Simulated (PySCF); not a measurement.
SMILES c1cccc(c1)CCB at its GFN2-xTB optimised geometry (Å):

```
20

B     -2.1794    -1.7740    -2.5826
C     -1.4309    -2.5693    -1.4574
C     -1.4509    -1.9709    -0.0395
C     -0.6953    -0.6737     0.0000
C     -1.3592     0.5456     0.0045
C     -0.6532     1.7359     0.0046
C      0.7306     1.7236     0.0004
C      1.4037     0.5135     0.0000
C      0.6947    -0.6737     0.0000
H     -2.0446    -2.1113    -3.6947
H     -2.8986    -0.8876    -2.3341
H     -1.8888    -3.5655    -1.4171
H     -0.3919    -2.7556    -1.7447
H     -2.4842    -1.8071     0.2704
H     -0.9932    -2.6767     0.6600
H     -2.4395     0.5636     0.0126
H     -1.1849     2.6767     0.0098
H      1.2828     2.6520     0.0010
H      2.4842     0.4958     0.0019
H      1.2271    -1.6150     0.0060
```

Computed with PySCF with PBE0/def2-SVP.

Map of the electron localisation function on the plane z = 1.5 Å:

```
|                           |
|                           |
|                           |
|                           |
|                           |
|                           |
|           ......          |
|          .:::::..         |
|         .:----=-.         |
|         :---:-=-:.        |
|        .:-:. .:-:.        |
|       .:=-.   .--:.       |
|       .:=-.   .-=:.       |
|        .:-:   :--:        |
|         .:-:.:--:.        |
|          .--:-=-.         |
|           ...:::.         |
|    .--.       ..          |
|    .==. ...               |
|     :.  =%%-              |
|        .#@@@.             |
|        .%@@@-             |
|        .*@@#.             |
|         .==.              |
|                           |
|                           |
|                           |
```
Scale: ten equal steps from 0.000 (start of ' ') to 0.984 (end of '@'), in the order ' .:-=+*#%@'; x runs from -5.00 to 5.00, y from -5.00 (bottom) to 5.00 (top).
